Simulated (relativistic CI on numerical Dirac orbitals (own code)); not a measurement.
One change at a time: Bi LXXVIII

Base calculation: Dirac-Coulomb-Breit CI, KLI orbitals optimised for each configuration, a model potential for QED, unscaled Slater integrals.

CI space (outside the closed core 1s2): 2s²2p², 2s2p³, 2p⁴, 2s²2p3s, 2p³3s, 2p³3p, 2s²2p3p, 2p³3d, 2s²2p3d, 2s2p²3s, 2s2p²3p, 2s2p²3d, 2s²2p4s, 2s²2p4p, 2s²2p4d, 2s²2p4f, 2s²3s², 2s²3s3p, 2s2p²4s, 2s²3s3d, 2s²2p5s, 2s²3p², 2s²2p5p, 2s2p²4p, 2s²2p5d, 2s²2p5f, 2s²2p5g, 2s2p²4d, 2s2p²4f, 2s²3p3d, 2s2p3s², 2s²3d², 2s2p3s3p, 2s2p3s3d, 2s2p3p², 2s2p3p3d. Levels of other configurations are missing.

Variants: (1) P86 correlation estimate; (2) Breit term removed. Shifts of the energy above 2s²2p² ³P0, in eV, for the lowest level and the first level of each name with at least 55 % of one term (blank where a level changes its place among those of its configuration and J or its character, or is not in the variant):

```csv
Level,Base,Δ(1),Δ(2)
2s²2p² ³P0,0.0,0.0,0.0
2s²2p² ³P1,2422.5,0.0,+31.2
2s²2p² ¹D2,2440.6,0.0,+43.1
2s²2p² ³P2,4897.3,0.0,+65.3
2s²2p² ¹S0,4972.2,0.0,+52.1
2s2p³ ³D°3,5228.6,-0.1,+56.2
2s2p³ ³P°0,5307.9,-0.1,+27.1
2s2p³ ¹D°2,5342.1,-0.1,+46.7
2s2p³ ³P°1,5347.6,-0.1,+34.6
2p⁴ ³P2,5732.4,-0.2,+13.2
2p⁴ ¹S0,5810.0,-0.2,-0.3
2p⁴ ³P1,8177.1,-0.2,+35.6
2p⁴ ¹D2,8195.4,-0.2,+47.3
2p⁴ ³P0,10687.9,-0.2,+60.5
```

At this charge energies of transitions that change n are usually good to better than 1 %, and those within a shell (Δn = 0) to a few per cent.

Ionisation energy from the two ground configurations alone: base 24149.2 eV; Breit term removed 24211 eV. The NIST ASD value (theoretical) is 24150 eV.

LS names give the leading component of a level, which can be under half, so a name can repeat, a term be missing and a line seem to break the LS rules.
